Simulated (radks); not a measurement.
The numbers below are computed, except where a source is named.
All-electron atom: Xe+ in [Kr] 4d10 5s2 5p5. Code: a radial shooting solver on a logarithmic mesh with Libxc functionals. Model: scalar-relativistic Kohn-Sham, Wu-Cohen GGA, spin-unpolarised, spherical densities, finite nucleus; Fermi nuclear charge, rms radius 4.7859 fm.

X-ray form factor f0, the Fourier transform of the density (f0(0) = 53):

sin(theta)/lambda (1/angstrom),f0 (electrons)
0.05,52.096
0.1,49.694
0.15,46.495
0.2,43.162
0.25,40.067
0.3,37.317
0.4,32.667
0.5,28.767
0.6,25.462
0.8,20.620
1,17.575
1.25,14.855
1.5,12.460
2,8.535
